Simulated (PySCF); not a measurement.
Working with the constants of AsC

ROHF-CCSD(T) constants of AsC, ²Σ⁺ (doublet), unpaired electrons σ ↑ (basis As x2c-SVPall, C x2c-SVPall; spin-free X2C with a Gaussian nucleus; PySCF 2.14; masses 74.9216 and 12.0000 u):

* ωe: 1021.7 cm⁻¹
* ωexe: 5.38 cm⁻¹
* Be: 0.57171 cm⁻¹
* αe: 0.00395 cm⁻¹
* D (centrifugal): 7.16e-07 cm⁻¹
* De to As + C: 4.00 eV

Problem. Give the vibrational terms G(v) and spacings up to v = 6.

Solution. G(v) = ωe(v+½) − ωexe(v+½)².

| v | G(v) (cm⁻¹) | G(v) − G(v−1) | Bv (cm⁻¹) |
| --- | --- | --- | --- |
| 0 | 509.5 |  | 0.5697 |
| 1 | 1520.4 | 1010.9 | 0.5658 |
| 2 | 2520.6 | 1000.2 | 0.5618 |
| 3 | 3510.0 | 989.4 | 0.5579 |
| 4 | 4488.7 | 978.7 | 0.5539 |
| 5 | 5456.6 | 967.9 | 0.5500 |
| 6 | 6413.7 | 957.1 | 0.5460 |

Problem. How well does the Morse estimate ωe²/(4ωexe) reproduce De, and what is D0?

Solution. It gives 6.01 eV, 150 % of the computed De. D0 = De − G(0) = 4.00 − 0.06 = 3.94 eV.

Correlated steps freeze 10 core orbitals. Correlated levels converge slowly with the basis: in double zeta they bind strong bonds too weakly, by up to about 1 eV, and carry superposition errors of some tenths. Spin–orbit coupling is left out. The state is the lowest determinant that a PBE0 search found; another state may lie lower at other levels.
